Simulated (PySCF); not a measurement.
# Correlation energy of Xe²⁺ (xenon, charge +2)

[Kr] 4d10 5s2 5p4, high-spin 3P determinant. All numbers are calculated (PySCF 2.14, a scalar-relativistic core potential, in def2-SVP with the def2 core potential (28 electrons)). Frozen: 4s2 4p6 4d10; 6 electrons correlated.

MP2 pair energies summed by pair of shells (mhartree):

```csv
pair,energy,share (%)
5p-5p,-41.71,46.2
5s-5p,-41.69,46.2
5s-5s,-6.88,7.6
```

Total MP2 correlation energy: -90.27 mhartree.

Same-spin part -20.11 and opposite-spin part -70.16 mhartree; SCS-MP2 scales them by 1/3 and 6/5 to -90.90 mhartree.

| level | correlation energy (mhartree) |
| --- | --- |
| CCSD | -108.14 |
| (T) | -2.57 |
| CCSD(T) | -110.71 |

Diagnostics: T1 = 0.0066, D1 = 0.0203, largest double amplitude 0.044.

Cost of the coupled-cluster step: 0.91 s of wall time on 1 thread of Intel(R) Xeon(R) Platinum 8375C CPU @ 2.90GHz (shared host), for 6 correlated electrons.
